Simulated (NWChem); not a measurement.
System: ethylmethylamine (C$_{3}$H$_{9}$N); SMILES N(CC)C

Output (shortened):

```
             Northwest Computational Chemistry Package (NWChem) 7.3.0
             --------------------------------------------------------

                             Geometry "geometry" -> ""
                             -------------------------

 Output coordinates in angstroms (scale by  1.889725989 to convert to a.u.)

  No.       Tag          Charge          X              Y              Z
 ---- ---------------- ---------- -------------- -------------- --------------
    1 C                    6.0000     0.16295000     1.90036800    -0.02556000
    2 C                    6.0000    -0.49910800     0.52486800     0.01704400
    3 N                    7.0000     0.49401600    -0.54086100    -0.08870700
    4 C                    6.0000    -0.08600800    -1.87519700    -0.00573900
    5 H                    1.0000     0.75182500     2.01497100    -0.94143900
    6 H                    1.0000    -0.58783300     2.69739700     0.01100800
    7 H                    1.0000     0.83719300     2.04125700     0.82933800
    8 H                    1.0000    -1.12209600     0.43868100     0.93045900
    9 H                    1.0000    -1.18775100     0.42122100    -0.83278700
   10 H                    1.0000     1.17815800    -0.42662200     0.65789200
   11 H                    1.0000     0.71193000    -2.62515200    -0.02592300
   12 H                    1.0000    -0.72600000    -2.04811800    -0.87966200
   13 H                    1.0000    -0.70343700    -2.05107700     0.89637800

 Effective nuclear repulsion energy (a.u.)     132.7325998824

                                 NWChem DFT Module
                                 -----------------

 Summary of "ao basis" -> "ao basis" (spherical)
 ------------------------------------------------------------------------------
       Tag                 Description            Shells   Functions and Types
 ---------------- ------------------------------  ------  ---------------------
 C                          def2-svp                 6       14   3s2p1d
 N                          def2-svp                 6       14   3s2p1d
 H                          def2-svp                 3        5   2s1p

 in cosmo_initialize ...
 calling solv_data for solv:dcm

 solvent parameters
 solvname_short: dcm
 solvname_long:  dichloromethane
 dielec:        8.9300
 dielecinf:     2.0283
 nonaqueous SMD model solvent descriptors
 dielec:        8.9300
 sola:          0.1000
 solb:          0.0500
 solc:          0.0000
 solg:         39.1500
 solh:          0.6670
 soln:          1.4242

          ---------------
          -cosmo- solvent
          ---------------
 Cosmo: York-Karplus, doi: 10.1021/jp992097l
 dielectric constant -eps-     =   8.93
 screen = (eps-1)/(eps    )    =   0.88802
 surface charge correction     = lagrangian

   van der Waals surface
 --------------------------

 ---------- ATOMIC COORDINATES (A.U.) ------------ VDWR(ANG.) --
     1    0.30793085    3.59117480   -0.04830140     1.850
     2   -0.94317736    0.99185670    0.03220849     1.850
     3    0.93355487   -1.02207909   -0.16763192     1.890
     4   -0.16253155   -3.54360850   -0.01084514     1.850
     5    1.42074324    3.80774306   -1.77906174     1.200
     6   -1.11084330    5.09734121    0.02080210     1.200
     7    1.58206537    3.85741640    1.56722157     1.200
     8   -2.12045397    0.82898689    1.75831255     1.200
     9   -2.24452393    0.79599227   -1.57373924     1.200
    10    2.22639579   -0.80619868    1.24323561     1.200
    11    1.34535262   -4.96081796   -0.04898737     1.200
    12   -1.37194107   -3.87038181   -1.66232014     1.200
    13   -1.32930318   -3.87597351    1.69390880     1.200
 number of segments per atom =        128
 number of   points per atom =        128
 atom (   nspa,  nppa )
 ----------------------
    1 (     58,     0 )       0
    2 (     36,     0 )       0
    3 (     53,     0 )       0
    4 (     56,     0 )       0
    5 (     55,     0 )       0
    6 (     56,     0 )       0
    7 (     55,     0 )       0
    8 (     55,     0 )       0
    9 (     51,     0 )       0
   10 (     48,     0 )       0
   11 (     56,     0 )       0
   12 (     55,     0 )       0
   13 (     55,     0 )       0
 number of -cosmo- surface points =      689
 molecular surface =    112.215 angstrom**2
 molecular volume  =     84.938 angstrom**3
 -lineq- algorithm             =   0
 -bem- low  level              =   3
 -bem- from -octahedral-
 gaussian surface charge width =   4.50000
 degree of switching           =   1.00000
 switching function tolerance  =   0.00010
 atomic radii =
 --------------
    1  6.000  1.850
    2  6.000  1.850
    3  7.000  1.890
    4  6.000  1.850
    5  1.000  1.200
    6  1.000  1.200
    7  1.000  1.200
    8  1.000  1.200
    9  1.000  1.200
   10  1.000  1.200
   11  1.000  1.200
   12  1.000  1.200
   13  1.000  1.200
 ...... end of -cosmo- initialization ......

 nat:                    13
 ixmem:                  9153
 calling mnsol_interface()
 G(SMD-CDS) energy (kcal/mol)  =    -1.231
 SMD-CDS SASA (angstrom**2)    =   141.089

            General Information
            -------------------
          SCF calculation type: DFT
          Wavefunction type:  closed shell.
          No. of atoms     :    13
          No. of electrons :    34
           Alpha electrons :    17
            Beta electrons :    17
          Charge           :     0
          Spin multiplicity:     1
          Use of symmetry is: off; symmetry adaption is: off
          Maximum number of iterations: 150
          AO basis - number of functions:   101
                     number of shells:    51
          Convergence on energy requested:  1.00D-06
          Convergence on density requested:  1.00D-05
          Convergence on gradient requested:  5.00D-04

              XC Information
              --------------
                       M06-2X Method XC Functional
                     Hartree-Fock (Exact) Exchange  0.540
                        M06-2X Exchange Functional  1.000
                      M06-2X Correlation Potential  1.000

             Grid Information
             ----------------
          Grid used for XC integration:  medium
          Radial quadrature: Mura-Knowles
          Angular quadrature: Lebedev.
          Tag              B.-S. Rad. Rad. Pts. Rad. Cut. Ang. Pts.
          ---              ---------- --------- --------- ---------
          C                   0.70       49          12.0       434
          N                   0.65       49          10.0       434
          H                   0.35       45          13.0       434
          Grid pruning is: on
          Number of quadrature shells:   601
          Spatial weights used:  Erf1

      Superposition of Atomic Density Guess
      -------------------------------------

 Sum of atomic energies:        -171.61212425

      Non-variational initial energy
      ------------------------------

 Total energy =    -174.383954
 1-e energy   =    -491.815969
 2-e energy   =     184.699414
 HOMO         =      -0.284044
 LUMO         =       0.096760

   convergence    iter        energy       DeltaE   RMS-Dens  Diis-err
 ---------------- ----- ----------------- --------- --------- ---------
     COSMO gas phase
 d= 0,ls=0.0,diis     1   -174.2125370791 -3.07D+02  5.43D-03  2.33D-01
 d= 0,ls=0.0,diis     2   -174.2420128540 -2.95D-02  2.05D-03  5.33D-02
 d= 0,ls=0.0,diis     3   -174.2458092730 -3.80D-03  7.12D-04  1.56D-02
 d= 0,ls=0.0,diis     4   -174.2474315391 -1.62D-03  1.85D-04  2.27D-04
 d= 0,ls=0.0,diis     5   -174.2474582017 -2.67D-05  4.29D-05  2.68D-05
  Resetting Diis
 d= 0,ls=0.0,diis     6   -174.2474615634 -3.36D-06  1.55D-05  1.48D-06
 d= 0,ls=0.0,diis     7   -174.2474617824 -2.19D-07  4.12D-06  3.20D-08

   convergence    iter        energy       DeltaE   RMS-Dens  Diis-err
 ---------------- ----- ----------------- --------- --------- ---------
     COSMO solvation phase
 d= 0,ls=0.0,diis     1   -174.2538137947 -6.35D-03  8.98D-04  1.77D-03
 d= 0,ls=0.0,diis     2   -174.2542004831 -3.87D-04  1.88D-04  3.62D-04
 d= 0,ls=0.0,diis     3   -174.2542364712 -3.60D-05  9.12D-05  9.35D-05
 d= 0,ls=0.0,diis     4   -174.2542480622 -1.16D-05  2.40D-05  5.73D-06
 d= 0,ls=0.0,diis     5   -174.2542487971 -7.35D-07  8.32D-06  2.69D-07

         Total DFT energy =     -174.254248797070
      One electron energy =     -496.465794206086
           Coulomb energy =      215.803052782467
    Exchange-Corr. energy =      -26.425325899355
 Nuclear repulsion energy =      132.732599882429

             COSMO energy =        0.101218643475

 Numeric. integr. density =       33.999998199380

                                COSMO-SMD solvation results
                                ---------------------------

             internal energy in gas <Psi(g)|H|Psi(g)> =      -174.247461782442
         internal energy in solvent <Psi(s)|H|Psi(s)> =      -174.246952369599
                               delta internal energy  =         0.000509412843 (    0.32 kcal/mol)
   total free energy in solvent <Psi(s)|H+V/2|Psi(s)> =      -174.252287323011
 polarization energy contribution <Psi(s)|V/2|Psi(s)> =        -0.005334953412 (   -3.35 kcal/mol)
    total free energy in solvent including G(SMD-CDS) =      -174.254248797070
                       G(SMD-CDS) energy contribution =        -0.001961474058 (   -1.23 kcal/mol)
     1 M fixed-concentration free energy of solvation =        -0.006787014628 (   -4.26 kcal/mol)

                       DFT Final Molecular Orbital Analysis
                       ------------------------------------

 Vector   15  Occ=2.000000D+00  E=-4.065647D-01
              MO Center= -5.8D-02,  4.4D-01, -2.1D-02, r^2= 3.4D+00
   Bfn.  Coefficient  Atom+Function         Bfn.  Coefficient  Atom+Function
  ----- ------------  ---------------      ----- ------------  ---------------
     5      0.329191   1 C  py               19     -0.319705   2 C  py
    47     -0.238186   4 C  py               33     -0.213630   3 N  py
    87      0.172946  11 H  s                77      0.167479   9 H  s
     8      0.155942   1 C  py               18     -0.141900   2 C  px
    22     -0.132489   2 C  py               67      0.131177   7 H  s

 Vector   16  Occ=2.000000D+00  E=-4.005132D-01
              MO Center= -9.3D-02,  5.7D-01,  8.1D-03, r^2= 3.6D+00
   Bfn.  Coefficient  Atom+Function         Bfn.  Coefficient  Atom+Function
  ----- ------------  ---------------      ----- ------------  ---------------
    20     -0.255137   2 C  pz               77      0.252589   9 H  s
     6      0.239534   1 C  pz               67      0.232972   7 H  s
    57     -0.161521   5 H  s                32     -0.159240   3 N  px
    72     -0.154306   8 H  s                87     -0.149031  11 H  s
    78      0.128962   9 H  s                46     -0.127233   4 C  px

 Vector   17  Occ=2.000000D+00  E=-2.858308D-01
              MO Center=  2.4D-01, -5.6D-01, -6.9D-02, r^2= 1.9D+00
   Bfn.  Coefficient  Atom+Function         Bfn.  Coefficient  Atom+Function
  ----- ------------  ---------------      ----- ------------  ---------------
    34      0.455980   3 N  pz               37     -0.379409   3 N  pz
    31      0.241878   3 N  s                32     -0.225150   3 N  px
    35      0.212349   3 N  px               72      0.192997   8 H  s
    97      0.186912  13 H  s                73      0.167129   8 H  s
    98      0.161589  13 H  s                30      0.132018   3 N  s

 Vector   18  Occ=0.000000D+00  E= 1.003732D-01
              MO Center= -8.9D-02, -5.1D-02,  4.0D-01, r^2= 7.1D+00
   Bfn.  Coefficient  Atom+Function         Bfn.  Coefficient  Atom+Function
  ----- ------------  ---------------      ----- ------------  ---------------
    17      1.133098   2 C  s                45      1.113994   4 C  s
     3      1.039509   1 C  s                73     -0.795535   8 H  s
    78     -0.684044   9 H  s                83     -0.667370  10 H  s
    98     -0.604302  13 H  s                68     -0.599507   7 H  s
    31      0.590813   3 N  s                88     -0.539862  11 H  s

 Vector   19  Occ=0.000000D+00  E= 1.259334D-01
              MO Center=  2.9D-02,  1.9D-01,  1.9D-02, r^2= 1.0D+01
   Bfn.  Coefficient  Atom+Function         Bfn.  Coefficient  Atom+Function
  ----- ------------  ---------------      ----- ------------  ---------------
     3      2.283606   1 C  s                45     -1.854923   4 C  s
    63     -0.969394   6 H  s                68     -0.925019   7 H  s
    58     -0.895037   5 H  s                88      0.887405  11 H  s
    98      0.863244  13 H  s                93      0.814358  12 H  s
    22     -0.398417   2 C  py               50      0.292318   4 C  py

 Vector   20  Occ=0.000000D+00  E= 1.382905D-01
              MO Center= -2.8D-02, -1.2D-01, -1.7D-01, r^2= 6.7D+00
   Bfn.  Coefficient  Atom+Function         Bfn.  Coefficient  Atom+Function
  ----- ------------  ---------------      ----- ------------  ---------------
    78      1.250342   9 H  s                17     -1.095785   2 C  s
    83     -1.006107  10 H  s                93      0.811744  12 H  s
    31      0.776313   3 N  s                68     -0.604641   7 H  s
    88     -0.420240  11 H  s                63      0.388872   6 H  s
    49      0.366564   4 C  px               23      0.341631   2 C  pz

     Multipole analysis of the density
     ---------------------------------

     L   x y z        total         alpha         beta         nuclear
     -   - - -        -----         -----         ----         -------
     0   0 0 0      0.000000    -17.000000    -17.000000     34.000000

     1   1 0 0     -0.137800     -0.141754     -0.141754      0.145707
     1   0 1 0     -0.029337      0.007285      0.007285     -0.043908
     1   0 0 1      0.483389      0.299535      0.299535     -0.115680

     2   2 0 0    -20.194140    -29.032725    -29.032725     37.871310
     2   1 1 0     -0.222754     -1.160159     -1.160159      2.097565
     2   1 0 1      1.503992      0.198421      0.198421      1.107150
     2   0 2 0    -19.393513   -148.637936   -148.637936    277.882360
     2   0 1 1     -0.276892      0.225545      0.225545     -0.727982
     2   0 0 2    -20.479005    -19.533651    -19.533651     18.588296
```

Level: M06-2X/def2-SVP, SMD on the gas-phase geometry. All runs use the structure optimised with B3LYP/6-31G* (spherical d). Solvent: dichloromethane.

Task: Which NWChem input produces such a log?

Result: One answer among several that fit: the input that was run:
```
start job
memory heap 200 mb stack 900 mb global 1100 mb
geometry units angstroms noautosym nocenter noautoz
  C      0.162950     1.900368    -0.025560
  C     -0.499108     0.524868     0.017044
  N      0.494016    -0.540861    -0.088707
  C     -0.086008    -1.875197    -0.005739
  H      0.751825     2.014971    -0.941439
  H     -0.587833     2.697397     0.011008
  H      0.837193     2.041257     0.829338
  H     -1.122096     0.438681     0.930459
  H     -1.187751     0.421221    -0.832787
  H      1.178158    -0.426622     0.657892
  H      0.711930    -2.625152    -0.025923
  H     -0.726000    -2.048118    -0.879662
  H     -0.703437    -2.051077     0.896378
end
basis spherical
  C library def2-svp
  N library def2-svp
  H library def2-svp
end
dft
  xc m06-2x
  iterations 150
end
cosmo
  do_cosmo_smd true
  solvent dcm
end
task dft energy
```
